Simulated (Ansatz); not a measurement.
Relaxation of CH₃BF₂ (7 atoms, charge 0, multiplicity 1), to a largest force component of 0.015 eV/Å in at most 40 steps.

Theory: RKS B3LYP-D4/6-31G* in Ansatz.

```xyz
7
Properties=species:S:1:pos:R:3:forces:R:3
C -0.077 0.664 -0.048 -1.31 1.21 -0.75
B 0.128 -0.854 0.064 1.09 -2.87 0.15
F 0.722 -1.391 1.237 -1.54 0.74 -2.93
F -0.183 -1.723 -1.014 0.77 1.75 2.84
H 0.238 1.216 0.837 0.17 -0.06 0.11
H 0.418 1.120 -0.944 -0.28 -0.46 0.55
H -1.185 0.899 -0.177 1.10 -0.31 0.03
```

Task: Where does it end, and by what steps?

Result: The run converged. After 6 steps the energy has fallen by 0.416 eV; F3 moved furthest, 0.11 Å.

| step | energy less start (eV) | largest force component (eV/Å) | accepted |
| --- | --- | --- | --- |
| 0 | 0.0000 | 2.925 | yes |
| 1 | -0.1354 | 2.477 | yes |
| 2 | -0.3151 | 2.238 | yes |
| 3 | -0.4117 | 0.167 | yes |
| 4 | -0.4144 | 0.150 | yes |
| 5 | -0.4162 | 0.057 | yes |
| 6 | -0.4163 | 0.006 | yes |

```xyz
7
Properties=species:S:1:pos:R:3
C -0.097 0.683 -0.047
B 0.156 -0.856 0.066
F 0.661 -1.422 1.156
F -0.136 -1.679 -0.936
H 0.257 1.235 0.827
H 0.390 1.089 -0.943
H -1.170 0.881 -0.169
```

Time of the run: 26 s on 1 CPU thread of a shared host.
